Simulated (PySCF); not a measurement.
H$_{2}$Zn, charge -1, doublet, at the geometry of the source list (a state made from the parent by changing its charge; the spin is typed, not shown lowest) (in this run its highest filled SCF level lies above zero, so its values depend strongly on the basis, on diffuse functions most of all). Base run: B3LYP/6-31G** run with PySCF.

PySCF was given this input:
```python
from pyscf import gto, scf, dft

mol = gto.M(
    atom='''
Zn   -0.000000   -0.000000   -0.000000
H     0.246400   -1.478000    0.079700
H    -0.246400    1.478000   -0.079700
''',
    basis='6-31g**',
    charge=-1,
    spin=1,
    verbose=4,
)

mf = dft.UKS(mol)
mf.xc = 'b3lyp'
mf.kernel()
mf.analyze()
```

Each row names what was changed in the base input (with any setting that the change needs).

| change | basis functions | E (Eh) | HOMO (eV) |
|---|---|---|---|
| base | 44 | -1780.23666 | 2.77 |
| basis = ANO-RCC-VDZP; relativity = spin-free X2C | 44 | -1797.10027 | 3.27 |
| basis = ANO-RCC-VDZP; relativity = none | 44 | -1771.47664 | 3.20 |
| basis = x2c-TZVPall; relativity = spin-free X2C | 60 | -1797.05741 | 4.59 |
| basis = cc-pVTZ-DK; relativity = spin-free X2C | 96 | -1797.13053 | 2.54 |
| basis = cc-pVTZ-DK; relativity = none | 96 | -1771.55366 | 2.51 |
| basis = x2c-TZVPall; relativity = none | 60 | -1773.97818 | 4.56 |
| basis = ANO-RCC-VDZP; relativity = spin-free X2C; nucleus = Gaussian (with nucmod='G') | 44 | -1797.09140 | 3.27 |
| basis = x2c-TZVPall; relativity = spin-free X2C; nucleus = Gaussian (with nucmod='G') | 60 | -1797.04971 | 4.59 |
| basis = cc-pVTZ-DK; relativity = spin-free X2C; nucleus = Gaussian (with nucmod='G') | 96 | -1797.12166 | 2.54 |

Absolute energies of different levels of theory aren't comparable as measures of quality.

Open shells are given as the SCF converged; they aren't shown to be the lowest states, and a large step between rows can be another state.

Basis sets contracted for a relativistic Hamiltonian are a mismatch without it, so the rows without relativity aren't non-relativistic limits. No row has spin-orbit coupling; sets with core potentials leave out the core electrons.
